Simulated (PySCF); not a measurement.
Several orderings of computed values.

Each SMILES stands for a single optimised conformer of the isolated species, non-relativistic unless stated. Electronic properties by PySCF.

The conformers computed, where there is a choice (atom-mapped SMILES and torsion angles):
- `[CH3:1][CH2:2][C@@H:3]([CH3:4])[C:5](=[O:6])[O:7][CH3:8]`: C1–C2–C3–C4 175°, C2–C3–C5–O6 -50°, C3–C5–O7–C8 179°
- `[CH3:1][CH2:2][C:3](=[O:4])[O:5][CH:6]([CH3:7])[CH3:8]`: C1–C2–C3–O4 0°, C2–C3–O5–C6 179°, C3–O5–C6–C7 -83°
- `[Cl:1][CH:2]([Cl:3])[C:4]1=[CH:5][SiH2:6][CH:7]=[CH:8]1`: Cl1–C2–C4–C5 -120°
- `[CH3:1][C:2](=[O:3])[O:4][C:5]([CH3:6])([CH3:7])[CH3:8]`: C1–C2–O4–C5 -179°, C2–O4–C5–C6 180°
- `[CH3:1][C:2](=[O:3])[O:4][CH2:5][CH:6]([CH3:7])[CH3:8]`: C1–C2–O4–C5 -178°, C2–O4–C5–C6 82°, O4–C5–C6–C7 62°
- `[CH2:1]=[P:2][P:3]([CH3:4])[CH3:5]`: C1–P2–P3–C4 125°
- `[CH2:1]=[CH:2][C:3](=[CH2:4])[CH2:5][Cl:6]`: C1–C2–C3–C4 -177°, C2–C3–C5–Cl6 -73°
- `[CH3:1][O:2][C:3](=[O:4])[O:5][CH3:6]`: C1–O2–C3–O4 0°, O2–C3–O5–C6 180°

(1) Rank by electronic spatial extent ⟨r²⟩ about the centre of nuclear charge, highest first (PBE0/def2-SVPD at GFN2-xTB geometries).
A. `C[Si@@H]1C[C@H]1F`
B. `CCC(=O)OC(C)C`
C. `CC(=O)OCC(C)C`
D. `ClC(Cl)C1=C[SiH2]C=C1`
E. `C=C1CC(Cl)C1`
F. `CC[C@@H](C)C(=O)OC`
G. `C(=O)(C)OC(C)(C)C`

(2) Rank by smallest rotational constant, highest first (GFN2-xTB).
A. `C(C)C(OC(C)C)=O`
B. `CC[C@@H](C)C(=O)OC`
C. `C=PP(C)C`
D. `C=CC(=C)CCl`
E. `CC(=O)OCC(C)C`
F. `C1[Si@H]([C@@H]1F)C`

(3) Rank by dipole moment, lowest first (PBE0/def2-SVPD at GFN2-xTB geometries).
A. `CCC(=O)OC(C)C`
B. `CC[C@@H](C)C(=O)OC`
C. `COC(=O)OC`
D. `C[Si@@H]1C[C@H]1F`

(4) By how much do the two ends of that ranking differ?

(5) Rank by lowest singlet excitation, lowest first (TDDFT PBE0/def2-SVPD at GFN2-xTB geometries).
A. `ClC(Cl)C1=C[SiH2]C=C1`
B. `CC(=O)OC(C)(C)C`
C. `COC(=O)OC`
D. `CC[C@@H](C)C(=O)OC`

(6) Rank by static isotropic polarisability, highest first (PBE0/def2-SVPD at GFN2-xTB geometries).
A. `F[C@H]1[Si@@H](C1)C`
B. `COC(=O)OC`
C. `C=C1CC(Cl)C1`
D. `CC[C@@H](C)C(=O)OC`
E. `ClC(Cl)C1=C[SiH2]C=C1`

(7) By how much do the two ends of that ranking differ?

(8) Rank by lowest triplet excitation (Tamm–Dancoff), lowest first (TDA PBE0/def2-SVPD at GFN2-xTB geometries).
A. `C=C1CC(Cl)C1`
B. `ClC(Cl)C1=C[SiH2]C=C1`
C. `CC[C@@H](C)C(=O)OC`
D. `CC(=O)OC(C)(C)C`
E. `COC(=O)OC`

## Answers

(1) D (1783 bohr²), B (1312 bohr²), C (1250 bohr²), F (1141 bohr²), G (1068 bohr²), E (811 bohr²), A (612 bohr²).

(2) F (2.152 GHz), C (1.834 GHz), D (1.593 GHz), B (1.186 GHz), E (1.016 GHz), A (0.964 GHz).

(3) C (0.39 D), B (1.74 D), A (1.90 D), D (2.69 D).

(4) By 2.30 D, between `C[Si@@H]1C[C@H]1F` and `COC(=O)OC`.

(5) A (4.41 eV), B (5.82 eV), D (5.96 eV), C (7.16 eV).

(6) E (111.4 au), D (80.0 au), C (72.2 au), A (64.0 au), B (49.2 au).

(7) By 62.2 au, between `ClC(Cl)C1=C[SiH2]C=C1` and `COC(=O)OC`.

(8) B (2.69 eV), A (4.21 eV), D (5.32 eV), C (5.42 eV), E (6.67 eV).
